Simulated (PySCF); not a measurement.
**Which element holds Cl most strongly?**

CCSD(T) in PySCF with def2-TZVPP on every atom (core potentials on Zr, In, Sb), for the lowest determinant that a PBE0 search found; no spin–orbit coupling. D0 is De less the harmonic zero-point energy.

```csv
M,state (unpaired electrons),Re (Å),ωe (cm⁻¹),D0(MCl) (eV)
Ga,singlet (closed shell),2.211,377,4.72
Cu,singlet (closed shell),2.094,392,3.59
Zr,"quartet (σ ↑, δ ↑↑)",2.345,390,4.38
In,singlet (closed shell),2.408,323,4.45
Sb,triplet (π ↑↑),2.345,373,2.84
Ge,doublet (π ↑),2.175,414,3.89
B,singlet (closed shell),1.724,842,5.11
```

**Question.** Order the elements by D0 and give the energy of CuCl + B → BCl + Cu.

**Answer.** B > Ga > In > Zr > Ge > Cu > Sb; ΔE = 3.59 − 5.11 = -1.52 eV at CCSD(T)/def2-TZVPP. Close neighbours can swap at other levels.

Correlated steps freeze the inner cores (5 to 14 orbitals); shallow outer-core shells are correlated. These are scalar-relativistic numbers at best; spin–orbit coupling would shift them, the dissociation energy most. Where the molecule has an RHF reference, its open-shell atoms are computed with UHF. The CCSD T1 diagnostic is raised in CuCl, a sign that a single reference may not be enough there. States were picked by a PBE0 search and need not be the measured ground states.
